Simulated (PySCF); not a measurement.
C₅H₈N₂OSi.
Atom-mapped SMILES: `[CH2:1]=[CH:2][c:3]1[cH:4][c:5]([O:6][SiH3:7])[n:8][nH:9]1`

Geometry (GFN2-xTB, Å), atoms numbered from 1 in this order:
```xyz
17
C5H8N2OSi angstrom
C     -3.441    0.380   -0.508
C     -2.529   -0.587   -0.514
C     -1.124   -0.387   -0.263
C     -0.379    0.744    0.029
C      0.941    0.281    0.167
O      2.007    1.018    0.451
Si     3.548    0.488    0.611
N      1.010   -1.029   -0.024
N     -0.242   -1.417   -0.282
H     -3.177    1.404   -0.309
H     -4.479    0.175   -0.701
H     -2.821   -1.610   -0.717
H     -0.717    1.753    0.131
H      4.018   -0.113   -0.636
H      3.652   -0.475    1.706
H      4.163    1.775    0.906
H     -0.435   -2.389   -0.462
```

Definitions: NICS(0) = −σiso at the ring centroid; NICS(1) = −σiso and NICS(1)zz = −σzz at ±1 Å along the ring normal z. Level: GIAO PBE0/pcSseg-1 (PySCF, non-relativistic, gas phase) on the GFN2-xTB geometry, one conformer.

Ring bond lengths (Å), with Mayer bond orders in brackets: C3–C4 1.387 (1.34), C4–C5 1.405 (1.36), C5–N8 1.325 (1.48), N8–N9 1.336 (1.18), N9–C3 1.356 (1.05).

What do the NICS probes read (ppm)?

```tsv
ring	type	NICS(0)	NICS(1), two faces	NICS(1)zz, two faces	rms pucker (Å)	centre to ring atoms, mean (Å)
C3–C4–C5–N8–N9	5-membered ring with 2 N; formal bonds all aromatic	-12.7	-10.3 / -10.3	-25.1 / -25.1	0.00	1.16
```

What can be read from them?

- C3–C4–C5–N8–N9: mean NICS(1)zz -25.1 ppm, shielded. The ring is flat and has no four-coordinate atom; by the NICS criterion it is aromatic.

What does the geometric index give? HOMA takes Krygowski's 1993 parameters.

- C3–C4–C5–N8–N9: HOMA 0.96; the largest term is that of N8–N9, α(R − Ropt)² = 0.09. The geometric and the magnetic index point the same way.

Give the inner angles of the rings and the Hirshfeld charges of the ring atoms.

- C3–C4–C5–N8–N9: C3 105.8° (+0.029 e), C4 104.9° (-0.115 e), C5 111.1° (+0.098 e), N8 105.4° (-0.173 e), N9 112.7° (-0.021 e); sum 540.0° against 540° for a flat convex ring.

What are the shieldings of the ring atoms and their hydrogens in the same run (means over atoms taken as equivalent)?

```
atoms                     environment  σ isotropic (ppm)
   C3     substituted aromatic carbon               39.9
   C4              aromatic CH carbon               92.9
   C5  aromatic carbon bearing oxygen               19.6
   N8          pyridine-type nitrogen              -31.0
   N9           pyrrole-type nitrogen               67.7
  H13               aromatic hydrogen              25.50
  H17                    N–H hydrogen              23.44
```
